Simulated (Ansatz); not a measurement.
Computed with Ansatz on PBE0-D4/def2-TZVP structures; ΔE is electronic, products minus reactants. CCSD(T)/CBS is the MP2 limit (def2-TZVPP, def2-QZVPP) plus CCSD(T) − MP2 in def2-TZVPP, frozen cores. This one scheme is used for every species. Functionals use def2-TZVPP. Elements past krypton have def2 core potentials. For Sn outer-core shells are correlated without core-valence functions, which leaves a few kJ/mol of doubt a bond. One conformer a species, not always the lowest.

Reaction (stannylene formation by 1,1-elimination): `[NH2][Sn]([OH])([OH])[Cl]` → `[NH2][Sn][Cl]` + hydrogen peroxide

`[NH2][Sn]([OH])([OH])[Cl]`:

```xyz
9

N    -1.092   -1.134   -0.850
Sn    0.116    0.123    0.099
O    -0.140    1.864   -0.722
O     1.913   -0.586   -0.100
Cl   -0.172    0.467    2.392
H    -1.021   -2.090   -0.529
H    -2.064   -0.852   -0.841
H    -0.016    2.585   -0.099
H     2.476   -0.376    0.650
```

`[NH2][Sn][Cl]`:

```xyz
5

N     0.052    0.047   -0.768
Sn    0.939   -0.803    0.815
Cl   -0.584    0.178    2.369
H    -0.754    0.650   -0.691
H     0.348   -0.071   -1.725
```

`OO`:

Cartesian coordinates in Å:
```
O -0.582 -0.472 0.119
O 0.430 0.497 0.378
H -0.055 -1.203 -0.227
H 0.207 1.177 -0.269
```

CCSD(T)/CBS gives +363.2 kJ/mol.

Question: Another level gave +341.5 kJ/mol. Which?
A. ωB97X-V/def2-TZVPP
B. r2SCANh/def2-TZVPP
C. PBE-QIDH/def2-TZVPP
D. ωB97M-V/def2-TZVPP

Answer: D. ωB97M-V 341.5, ωB97X-V 350.0, r2SCANh 345.9, PBE-QIDH 365.7 kJ/mol.

Largest T1 diagnostic among the species: 0.016.

From PBE to PBE0 (25 % exact exchange), in def2-TZVPP and without D4, ΔE moves by +25.5 kJ/mol. The D4 term adds +12.1 kJ/mol with B3LYP and +6.9 kJ/mol with PBE0; it sums over pairs of atoms, weighted by their polarisabilities, and B3LYP, whose exchange is more repulsive, gets the larger term.

CCSD(T)/CBS has its own doubt, a few kJ/mol and more with outer-core shells, so smaller differences from it don't rank the levels.

B3LYP here is the variant with VWN-RPA as its local correlation; programs differ in this.
